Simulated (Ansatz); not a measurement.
Mulliken charges of Cl$_{2}$FGeH$_{3}$Si (`F[Si](Cl)(Cl)[GeH3]`) from PBE/def2-TZVPP in Ansatz (PBE0-D4/def2-TZVP geometry).

```json
{"atom": "F1", "x (Å)": "-1.334", "y (Å)": "-1.609", "z (Å)": "0.881", "charge (e)": "-0.239"}
{"atom": "Si2", "x (Å)": "-0.130", "y (Å)": "-1.113", "z (Å)": "-0.028", "charge (e)": "0.567"}
{"atom": "Cl3", "x (Å)": "1.550", "y (Å)": "-2.052", "z (Å)": "0.642", "charge (e)": "-0.177"}
{"atom": "Cl4", "x (Å)": "-0.518", "y (Å)": "-1.738", "z (Å)": "-1.929", "charge (e)": "-0.177"}
{"atom": "Ge5", "x (Å)": "0.093", "y (Å)": "1.244", "z (Å)": "0.080", "charge (e)": "-0.017"}
{"atom": "H6", "x (Å)": "0.374", "y (Å)": "1.657", "z (Å)": "1.530", "charge (e)": "0.014"}
{"atom": "H7", "x (Å)": "-1.205", "y (Å)": "1.896", "z (Å)": "-0.412", "charge (e)": "0.014"}
{"atom": "H8", "x (Å)": "1.263", "y (Å)": "1.659", "z (Å)": "-0.820", "charge (e)": "0.015"}
```

Question: By hand: the dipole of these point charges (1 e Å = 4.8032 D).

Answer: Σ q r = (0.068, 0.478, 0.003) e Å, of length 0.483 e Å = 2.32 D.

Question: How does the dipole of the full density compare? (An estimate is asked.)

Answer: Ansatz gave: (0.070, 0.317, -0.018) e Å, 1.56 D; the point charges give 1.49 times that, at 6° from its direction.

Point charges leave out the atoms' own dipoles, such as those of lone pairs, and Mulliken's split depends on the basis, so the two needn't agree.
